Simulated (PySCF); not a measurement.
Two-component Hartree-Fock for Pt⁶⁶⁺ (platinum, charge +66)

Start: [Ne] 3s2. Calculated with PySCF 2.14 in an uncontracted even-tempered set (17 s from 23 bohr⁻², ratio 2.4; 14 p from 29 bohr⁻², ratio 2.4; 4 d from 95 bohr⁻², ratio 2.6; 4 f from 140 bohr⁻², ratio 2.6): generalised Hartree-Fock with the X2C-1e Hamiltonian and a Gaussian nucleus; one run each with spin-orbit coupling (SO) switched off, then screened by Boettger's factors.

| spinor shell | electrons | ε, spin-free (eV) | ε, screened SO (eV) | weight of nominal j (screened SO) | rms radius, screened SO (bohr) |
| --- | --- | --- | --- | --- | --- |
| 1s1/2 | 2 | -84695.9 | -84674.7 | 1.000 | 0.0193 |
| 2s1/2 | 2 | -19529.1 | -19523.8 | 1.000 | 0.0769 |
| 2p1/2 | 2 | -17701.3 | -18984.3 | 1.000 | 0.0651 |
| 2p3/2 | 4 | -17701.3 | -17198.8 | 1.000 | 0.0725 |
| 3s1/2 | 2 | -7966.2 | -7965.3 | 1.000 | 0.184 |

| quantity | spin-free | screened SO |
| --- | --- | --- |
| E (hartree) | -13016.56096 | -13037.87290 |
| M_J | 0 | 0 |
| ⟨J²⟩ | 0.000 | 0.000 |
| ⟨L²⟩ | 0.000 | 0.044 |
| ⟨S²⟩ | 0.000 | 0.044 |

Breit and QED terms are absent; they matter most for the inner s and p1/2 levels.

Densities and radii are taken from the X2C orbitals without a picture-change correction, which distorts them close to the nucleus.

Without spin-orbit coupling the j labels of p, d and f shells carry no meaning; the spin-free column gives the mean over the occupied spinors of each nl shell.
